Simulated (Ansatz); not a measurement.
Two isomers of C4H3F7: A = `FCC(F)(C(F)F)C(F)(F)F`, B = `FC(F)C(F)C(F)(F)C(F)F`.

Gas-phase electronic energies from Ansatz, PBE0-D4/def2-TZVP geometries. CBS: MP2 limit from def2 TZ/QZ plus the TZ coupled-cluster correction, frozen cores. Functionals use def2-TZVPP. B3LYP here is the variant with VWN-RPA as its local correlation; programs differ in this. Each species was taken in one conformer, which may not be the lowest.

A:

Z-matrix (Å, degrees):
```
C
C 1 1.518
F 1 1.374 2 109.3
H 1 1.092 2 110.3 3 119.7
H 1 1.091 2 109.3 3 -118.8
C 2 1.536 1 110.6 3 -47.4
C 2 1.541 1 109.8 3 -174.0
F 2 1.372 1 109.3 3 69.2
F 6 1.345 2 111.0 1 -171.9
F 6 1.349 2 110.1 1 -52.1
H 6 1.093 2 109.2 1 67.9
F 7 1.332 2 110.7 1 70.8
F 7 1.339 2 109.7 1 -48.0
F 7 1.322 2 112.0 1 -167.6
```

B:

```xyz
14

F    -2.048   -1.251    1.551
C    -1.381   -0.245    0.956
F    -1.978    0.000   -0.238
C     0.057   -0.681    0.725
F     0.616   -0.871    1.957
C     0.907    0.351   -0.020
F     0.778    1.563    0.574
F     2.192   -0.023    0.081
C     0.566    0.529   -1.508
F     1.522    1.277   -2.079
F     0.557   -0.684   -2.101
H    -1.454    0.648    1.582
H     0.069   -1.625    0.173
H    -0.403    1.010   -1.652
```

(1) Which is lower in electronic energy at CCSD(T)/CBS, and by how much? (Estimate.)

(2) Give E(B) − E(A) in kJ/mol with MP2/def2-TZVPP, CCSD(T)/def2-TZVPP, LDA (SPW92), CCSD/def2-TZVPP, BLYP-D4, PBE0-D4, B3LYP. (Estimate.)

(3) Does the order hold for the free energy at 298.15 K (harmonic terms from PBE0-D4)? (Estimate.)

Largest T1 diagnostic: 0.012.

Answers

(1) The calculation gave: A, by 19.7 kJ/mol.

(2) Computed: MP2/def2-TZVPP 23.9, CCSD(T)/def2-TZVPP 22.2, LDA (SPW92) 23.0, CCSD/def2-TZVPP 21.1, BLYP-D4 15.3, PBE0-D4 20.2, B3LYP 14.1. None reverses the order clearly.

(3) The calculation gave: Yes: G(B) − G(A) = +19.4 kJ/mol, for one conformer each. Modes under 60 cm⁻¹, often nearly free rotors, make the harmonic entropy too high.

From BLYP to BHLYP (50 % exact exchange), in def2-TZVPP and without D4, E(B) − E(A) moves by +5.4 kJ/mol. At CCSD(T), def2-SVP lies +13.2 kJ/mol from the extrapolated value and def2-TZVPP +2.5 kJ/mol.
